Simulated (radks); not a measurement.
Values are calculated unless marked as measured or tabulated.
Question: The chlorine ion Cl7+ is in [Ne]. Code: a radial shooting solver on a logarithmic mesh with Libxc functionals. Model: Dirac Kohn-Sham, relativistic LDA (MacDonald-Vosko exchange, VWN5 correlation), spin-unpolarised, spherical densities, finite nucleus; Fermi nuclear charge, rms radius of each element as measured or else 0.836 A^(1/3) + 0.57 fm. Sub-shells are occupied by j as written (lower j first in brackets). One electron is removed from 2s1/2, 2p3/2, 2p1/2, 1s1/2 in turn, with full relaxation. Which removal costs least, and what does each cost?

Answer: 2p3/2 349.23 eV; 2p1/2 351.09 eV; 2s1/2 406.57 eV; 1s1/2 2982.3 eV. The 2p3/2 electron leaves first.
